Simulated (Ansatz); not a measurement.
One change: `[OH][SnH]([Cl])[Br]` becomes `[OH][SnH]([OH])[Cl]`.

Ansatz, PBE0-D4/def2-TZVP geometries, multiplicity 1. Each molecule was computed in one conformer, which needn't be the lowest.

Elements past krypton have def2 core potentials. Scalar relativity is left out up to krypton.

| property | `[OH][SnH]([Cl])[Br]` |
| --- | --- |
| HOMO energy (ωB97M-V/def2-TZVPP) / eV | -11.02 |
| HOMO–LUMO gap (PBE/def2-TZVPP) / eV | 4.55 |
| ideal-gas entropy at 298 K and 1 bar (rigid rotor, harmonic PBE0-D4/def2-TZVP) / J/(mol·K) | 367 |
| HOMO–LUMO gap (PBE0/def2-TZVPP) / eV | 6.83 |
| LUMO energy (PBE/def2-TZVPP) / eV | -2.87 |
| HOMO energy (B3LYP/def2-TZVPP) / eV | -8.51 |

Task: Give the same properties after the change, and the shifts. (Best estimate.)

Result: Computed: 
```tsv
property	`[OH][SnH]([OH])[Cl]`	shift
HOMO energy (ωB97M-V/def2-TZVPP) / eV	-11.44	-0.42
HOMO–LUMO gap (PBE/def2-TZVPP) / eV	5.05	0.50
ideal-gas entropy at 298 K and 1 bar (rigid rotor, harmonic PBE0-D4/def2-TZVP) / J/(mol·K)	355	-12
HOMO–LUMO gap (PBE0/def2-TZVPP) / eV	7.71	0.88
LUMO energy (PBE/def2-TZVPP) / eV	-2.31	0.56
HOMO energy (B3LYP/def2-TZVPP) / eV	-8.78	-0.27
```

With PBE0 the HOMO falls by 0.26 eV and the LUMO rises by 0.63 eV, so the gap widens by about 0.89 eV. PBE moves the HOMO by 0.06 eV and ωB97M-V by -0.42 eV. The zero-point energy changes by 32.2 kJ/mol with +3 modes.

B3LYP here is the variant with VWN-RPA as its local correlation; programs differ in this.

Spin–orbit coupling is left out; it splits and shifts lone-pair levels of the heavy atoms by tenths of an eV.
